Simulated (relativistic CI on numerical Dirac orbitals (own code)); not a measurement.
## Hyperfine structure of Yb⁵²⁺, mass number 171

Method of calculation: Dirac-Coulomb-Breit CI, orbitals from a KLI potential per configuration, QED by a radiative potential, unscaled Slater integrals (own radial code, finite nucleus).

CI space (outside the closed core [Ne]): 3s²3p⁶, 3s²3p⁵3d, 3s3p⁶3d, 3s²3p⁵4s, 3s²3p⁵4p, 3s²3p⁵4d, 3s3p⁶4s, 3p⁶3d4p, 3p⁶3d², 3p⁵3d³, 3p⁵3d²4s, 3p⁵3d²4p, 3p⁵3d²4d, 3p⁶3d4s, 3p⁵3d4s², 3p⁵3d4s4p, 3p⁵3d4s4d. Double excitations out of closed p, d and f shells are left out; levels of such configurations are missing from the list, as are those of other unlisted configurations, and high levels can miss mixing partners.

Nuclear spin I = 1/2, μ = 0.4923 μN (tables of Stone and Pyykkö). The electronic factors are computed for point nuclear moments, without core polarisation or the Bohr-Weisskopf and QED corrections.

```json
{"Level": "3s²3p⁵3d ³P°1", "E (10³ cm⁻¹)": "1860.6", "A (GHz)": "114.2"}
{"Level": "3s²3p⁵3d ³F°3", "E (10³ cm⁻¹)": "1897.2", "A (GHz)": "128.2"}
{"Level": "3s²3p⁵3d ³D°2", "E (10³ cm⁻¹)": "1928.2", "A (GHz)": "128.3"}
{"Level": "3s²3p⁵3d ³F°4", "E (10³ cm⁻¹)": "2327.7", "A (GHz)": "85.05"}
{"Level": "3s²3p⁵3d ³D°3", "E (10³ cm⁻¹)": "2455.5", "A (GHz)": "74.38"}
{"Level": "3s²3p⁵3d ³F°2", "E (10³ cm⁻¹)": "3997.0", "A (GHz)": "415.4"}
{"Level": "3s3p⁶3d ³D1", "E (10³ cm⁻¹)": "5627.9", "A (GHz)": "-980.3"}
```

Levels with J = 0, under 50 % of one LS term, or S terms without an open s electron are left out. Small factors come from cancelling terms and can be off by tens of per cent or more.

At this charge energies of transitions that change n are usually good to better than 1 %, and those within a shell (Δn = 0) to a few per cent.

(1) Give the hyperfine levels of 3s²3p⁵3d ³F°2 relative to its centre of gravity.

Results:

(1) With K = F(F + 1) − I(I + 1) − J(J + 1), E = AK/2: F = 3/2: -623.1, F = 5/2: 415.4 GHz.

LS names give the leading component of a level, which can be under half, so a name can repeat, a term be missing and a line seem to break the LS rules.
